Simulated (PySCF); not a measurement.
C₂H₉ClSi₂ (SMILES C[Si](C)([SiH3])Cl), singlet, geometry from GFN2-xTB. Base run: HF/6-31G, polarisability (PySCF).

Input for PySCF:
```python
from pyscf import gto, scf
from pyscf.prop import polarizability

mol = gto.Mole()
mol.atom = '''
    C    -0.85718540    1.84703583   -0.60313997
    Si   -0.24507970    0.08056791   -0.21170454
    C    -1.27499272   -1.14603656   -1.25238116
    Si    2.04488194   -0.17327437   -0.52550313
    Cl   -0.75030377   -0.27385659    1.75073578
    H    -0.66822357    2.10638850   -1.64068382
    H    -0.35302085    2.58440633    0.01567620
    H    -1.92511789    1.95055762   -0.42660182
    H    -2.34143058   -1.02357436   -1.07936432
    H    -1.02293013   -2.17506253   -1.01078294
    H    -1.09537687   -1.00586154   -2.31424471
    H     2.39651867    0.06741596   -1.92892470
    H     2.83959934    0.76303341    0.27403712
    H     2.52098309   -1.51984623   -0.19758504
'''
mol.basis = '6-31g'
mol.verbose = 4
mol.build()

mf = scf.RHF(mol)
mf.kernel()
alpha = mf.Polarizability().polarizability()[2, 2]
print('alpha_zz =', alpha)
```

Each row names what was changed in the base input (with any setting that the change needs).

```json
[
 {"change": "base", "alpha_zz (bohr³)": "73.06", "basis functions": "75", "core-seconds (rough)": "4"},
 {"change": "finite field (a.u.) = 0.005; conv_tol = 1e-11", "alpha_zz (bohr³)": "73.07", "basis functions": "75", "core-seconds (rough)": "4"},
 {"change": "functional = camb3lyp", "alpha_zz (bohr³)": "[?]", "basis functions": "75", "core-seconds (rough)": "90"},
 {"change": "finite field (a.u.) = 0.001; conv_tol = 1e-11", "alpha_zz (bohr³)": "73.06", "basis functions": "75", "core-seconds (rough)": "4"},
 {"change": "functional = pbe0", "alpha_zz (bohr³)": "76.12", "basis functions": "75", "core-seconds (rough)": "30"},
 {"change": "basis = STO-3G", "alpha_zz (bohr³)": "39.60", "basis functions": "46", "core-seconds (rough)": "1"},
 {"change": "finite field (a.u.) = 2e-4; conv_tol = 1e-11", "alpha_zz (bohr³)": "73.06", "basis functions": "75", "core-seconds (rough)": "4"},
 {"change": "basis = cc-pVDZ", "alpha_zz (bohr³)": "77.39", "basis functions": "127", "core-seconds (rough)": "10"},
 {"change": "basis = 6-31G*", "alpha_zz (bohr³)": "[?]", "basis functions": "[?]", "core-seconds (rough)": "10"},
 {"change": "finite field (a.u.) = 2e-4; conv_tol = 1e-6", "alpha_zz (bohr³)": "73.30", "basis functions": "75", "core-seconds (rough)": "4"},
 {"change": "finite field (a.u.) = 0.05; conv_tol = 1e-11", "alpha_zz (bohr³)": "73.46", "basis functions": "75", "core-seconds (rough)": "3"},
 {"change": "functional = pbe", "alpha_zz (bohr³)": "77.74", "basis functions": "75", "core-seconds (rough)": "30"}
]
```

Task: Fill in the missing entries.

Result: 
- functional = camb3lyp, alpha_zz (bohr³): 75.04
- basis = 6-31G*, alpha_zz (bohr³): 72.20
- basis = 6-31G*, basis functions: 100

Finite-field rows take the second difference of the energy in a field along z; a small field with loose convergence shows SCF noise divided by the square of the field, and a large one adds hyperpolarisability.
